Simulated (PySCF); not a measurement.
H₃OSi, SMILES [O][SiH3] (connectivity only; charge and spin as stated), charge -1, multiplicity 1. Atoms are numbered in the order given.

```xyz
5

O      0.0000     0.0000    -1.1470
Si     0.0000     0.0000     0.4173
H     -1.1820     0.6824     1.1112
H      1.1820     0.6824     1.1112
H      0.0000    -1.3648     1.1112
```
Charge -1, spin multiplicity 1.

The structure is a stationary point at PBE0-D3(BJ)/def2-TZVPD. The spin state was assumed, not searched. The isomer is the one that the SMILES or the coordinates give; other isomers of the formula were not compared.

Two levels are set side by side: PBE/pcSseg-2 (PySCF) and PBE0/pcSseg-2 (PySCF). GIAO shifts against H2O (¹⁷O), TMS (²⁹Si), TMS (¹H) at the same level; non-relativistic, no solvent, atoms listed together averaged. Differences are taken from unrounded values.

| quantity | PBE |
|---|---|
| δ(¹⁷O) of O1 (ppm) | 64.1 |
| δ(²⁹Si) of Si2 (ppm) | -98.6 |
| δ(¹H) of H3, H4, H5 (ppm) | 6.48 |

Question: These are the PBE values. What does PBE0 give? (Estimate from the structure and the level; the computed values follow.)

Answer: 
```json
[
 {"quantity": "δ(¹⁷O) of O1 (ppm)", "PBE0": "44.5", "PBE minus PBE0": "19.6"},
 {"quantity": "δ(²⁹Si) of Si2 (ppm)", "PBE0": "-90.4", "PBE minus PBE0": "-8.3"},
 {"quantity": "δ(¹H) of H3, H4, H5 (ppm)", "PBE0": "5.94", "PBE minus PBE0": "0.53"}
]
```

Rough cost on one machine, each run with all the roots and properties that it gave: PBE0 against PBE within a factor of 2.
